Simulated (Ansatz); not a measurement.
Steps of a relaxation of CH$_{7}$AlSi$_{2}$, SMILES `[SiH3][Al]1[CH2][SiH2]1` with RKS PBE-D4/def2-SVP.

```sh
$ ansatz run in.yaml --threads 2 --pin off --events-out ev --progress --plain --max-ram 4352MiB
```

```yaml
crystal:
  periodic: [false, false, false]
  atoms:
    - {symbol: Si, position_ang: [-1.230700, 2.088100, -0.623700]}
    - {symbol: Al, position_ang: [0.087800, 0.372200, 0.137400]}
    - {symbol: C, position_ang: [0.305100, -1.285000, 1.146500]}
    - {symbol: Si, position_ang: [1.480100, -1.553000, -0.346900]}
    - {symbol: H, position_ang: [-2.419100, 1.565800, -1.391000]}
    - {symbol: H, position_ang: [-1.769500, 2.928200, 0.509700]}
    - {symbol: H, position_ang: [-0.472500, 3.007800, -1.522000]}
    - {symbol: H, position_ang: [0.961900, -1.168600, 2.090500]}
    - {symbol: H, position_ang: [-0.544000, -1.936000, 1.243300]}
    - {symbol: H, position_ang: [2.843500, -1.495700, -0.007300]}
    - {symbol: H, position_ang: [0.822900, -2.580700, -1.216000]}
basis:
  gaussian: {orbitals: def2-SVP}
hamiltonian: {xc: pbe, dispersion: d4}
relax: {f_tol: 0.03, max_steps: 200}
```

Positions (Å) and forces (eV/Å) along the path, 9 of 9 steps:

```xyz
11
step=1 energy=-23479.7756 eV
Si   -1.231    2.088   -0.624   -0.927    1.203   -0.043
Al    0.088    0.372    0.137    1.058   -1.451   -0.281
C     0.305   -1.285    1.147    1.637    0.981    1.318
Si    1.480   -1.553   -0.347   -2.467    0.960   -0.633
H    -2.419    1.566   -1.391    0.018   -0.114   -0.017
H    -1.770    2.928    0.510   -0.069    0.066   -0.026
H    -0.472    3.008   -1.522    0.118    0.140   -0.176
H     0.962   -1.169    2.091   -1.046   -0.297   -0.758
H    -0.544   -1.936    1.243   -0.768   -0.809    0.511
H     2.844   -1.496   -0.007    1.958   -0.451    0.358
H     0.823   -2.581   -1.216    0.487   -0.229   -0.252
11
step=2 energy=-23480.2429 eV
Si   -1.277    2.179   -0.608   -0.232    0.304    0.020
Al    0.085    0.317    0.057    0.205   -0.192   -0.045
C     0.324   -1.284    1.181    0.292    0.300    0.311
Si    1.467   -1.541   -0.367   -0.445    0.107   -0.156
H    -2.430    1.578   -1.380    0.005    0.032   -0.002
H    -1.844    3.028    0.505    0.004   -0.049   -0.023
H    -0.507    3.076   -1.535   -0.001    0.051   -0.056
H     0.921   -1.137    2.123   -0.303   -0.135   -0.294
H    -0.516   -1.976    1.339   -0.157   -0.216    0.206
H     2.892   -1.685    0.000    0.472   -0.155    0.008
H     0.950   -2.614   -1.295    0.161   -0.047    0.031
11
step=3 energy=-23480.2843 eV
Si   -1.298    2.225   -0.610   -0.026   -0.004   -0.058
Al    0.090    0.309    0.025   -0.016    0.020   -0.040
C     0.316   -1.280    1.182   -0.075    0.022   -0.080
Si    1.480   -1.553   -0.361    0.065   -0.199   -0.047
H    -2.455    1.645   -1.392   -0.002   -0.002    0.022
H    -1.869    3.039    0.522    0.025   -0.009    0.024
H    -0.554    3.141   -1.548    0.007    0.019    0.041
H     0.897   -1.138    2.116    0.018    0.036    0.086
H    -0.512   -1.993    1.375    0.039   -0.001    0.012
H     2.936   -1.766   -0.029   -0.013    0.067    0.034
H     1.034   -2.684   -1.259   -0.022    0.051    0.004
11
step=4 energy=-23480.2862 eV
Si   -1.295    2.213   -0.623    0.018    0.054    0.024
Al    0.090    0.264   -0.112   -0.054   -0.138    0.000
C     0.288   -1.256    1.152   -0.092   -0.173   -0.122
Si    1.480   -1.631   -0.353    0.141    0.227    0.206
H    -2.485    1.690   -1.394    0.009    0.042    0.003
H    -1.801    2.940    0.598   -0.006   -0.022   -0.013
H    -0.558    3.202   -1.491   -0.039   -0.008   -0.007
H     0.818   -0.957    2.088    0.084   -0.079   -0.127
H    -0.468   -2.028    1.414   -0.015    0.166   -0.015
H     2.940   -1.745    0.016   -0.026   -0.050   -0.085
H     1.057   -2.749   -1.274   -0.019   -0.017    0.137
11
step=5 energy=-23480.3019 eV
Si   -1.295    2.224   -0.616   -0.014    0.005   -0.024
Al    0.072    0.252   -0.122    0.044   -0.032    0.050
C     0.287   -1.264    1.140    0.045   -0.039    0.017
Si    1.501   -1.619   -0.348   -0.074    0.051    0.059
H    -2.486    1.700   -1.386   -0.013    0.038   -0.003
H    -1.810    2.960    0.596    0.020   -0.039    0.001
H    -0.570    3.208   -1.498   -0.010   -0.011    0.008
H     0.840   -0.998    2.073   -0.057   -0.001   -0.097
H    -0.496   -2.010    1.394    0.054    0.052   -0.025
H     2.961   -1.744    0.008   -0.023   -0.016   -0.015
H     1.063   -2.768   -1.221    0.029   -0.008    0.029
11
step=6 energy=-23480.3057 eV
Si   -1.305    2.219   -0.622    0.023   -0.023   -0.016
Al    0.073    0.231   -0.189   -0.008   -0.073    0.085
C     0.285   -1.259    1.118    0.049    0.158   -0.061
Si    1.518   -1.637   -0.337   -0.037    0.020    0.056
H    -2.526    1.757   -1.382    0.005    0.014    0.003
H    -1.772    2.907    0.636    0.016   -0.024   -0.001
H    -0.581    3.228   -1.476   -0.011    0.005    0.000
H     0.796   -0.928    2.052   -0.016   -0.035   -0.075
H    -0.491   -2.004    1.380   -0.011   -0.045    0.011
H     2.980   -1.756    0.014   -0.017    0.005   -0.001
H     1.089   -2.815   -1.175    0.008   -0.002   -0.001
11
step=7 energy=-23480.3071 eV
Si   -1.300    2.219   -0.635   -0.017   -0.016    0.026
Al    0.058    0.224   -0.187    0.032   -0.047    0.007
C     0.281   -1.259    1.119   -0.008    0.076   -0.017
Si    1.514   -1.635   -0.334    0.006    0.016   -0.015
H    -2.533    1.776   -1.388    0.006    0.005    0.011
H    -1.750    2.881    0.644    0.000    0.005   -0.019
H    -0.588    3.242   -1.481    0.012   -0.015    0.010
H     0.798   -0.926    2.048   -0.014   -0.015   -0.034
H    -0.485   -2.014    1.385   -0.003   -0.013    0.016
H     2.976   -1.746    0.017   -0.014    0.005    0.009
H     1.095   -2.818   -1.168    0.000   -0.001    0.006
11
step=8 energy=-23480.3066 eV rejected
Si   -1.295    2.215   -0.630   -0.044    0.051    0.003
Al    0.056    0.222   -0.192   -0.026   -0.075    0.018
C     0.269   -1.263    1.110    0.051    0.124   -0.061
Si    1.503   -1.635   -0.343    0.030   -0.039    0.028
H    -2.532    1.780   -1.379    0.005   -0.005    0.007
H    -1.741    2.883    0.648    0.005   -0.001   -0.011
H    -0.581    3.235   -1.478    0.010   -0.011    0.009
H     0.801   -0.922    2.028   -0.014   -0.019    0.013
H    -0.492   -2.016    1.392   -0.023   -0.023    0.014
H     2.962   -1.713    0.023    0.018   -0.008    0.009
H     1.115   -2.841   -1.158   -0.013    0.006   -0.030
11
step=9 energy=-23480.3080 eV
Si   -1.301    2.215   -0.630   -0.015    0.006    0.003
Al    0.054    0.217   -0.199    0.008   -0.016    0.015
C     0.275   -1.256    1.111   -0.008    0.023   -0.022
Si    1.512   -1.636   -0.337    0.013   -0.005    0.000
H    -2.537    1.781   -1.382    0.004    0.006    0.004
H    -1.746    2.882    0.648    0.005   -0.003   -0.010
H    -0.579    3.232   -1.474    0.000   -0.005    0.004
H     0.797   -0.915    2.034   -0.007   -0.004   -0.003
H    -0.485   -2.013    1.388    0.002   -0.001    0.010
H     2.971   -1.736    0.027   -0.001    0.003   -0.001
H     1.104   -2.827   -1.166   -0.002   -0.002    0.000
```

Run time 20 s (2 threads of an Arm Neoverse V1 on a shared host); peak host memory 0.14 GiB.
